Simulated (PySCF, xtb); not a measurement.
Al(H)(Me)(OEt) (C3H9AlO), SMILES CC[O][AlH][CH3].

xtb 6.7.1 with GFN2-xTB at its own geometry gives an orbital gap of 4.51 eV and a dipole moment of 1.27 D.

Geometry optimised at PBE0-D3(BJ)/def2-SVP. The structure was generated by enumeration; whether it is a known compound was not checked. One conformer was computed; it need not be the lowest.

Q: What does PBE/def2-TZVP in PySCF give? (An estimate is asked for; the answer gives what the named calculation found.)

A: gap 5.04 eV (levels -6.30 and -1.26 eV), dipole 0.04 D.
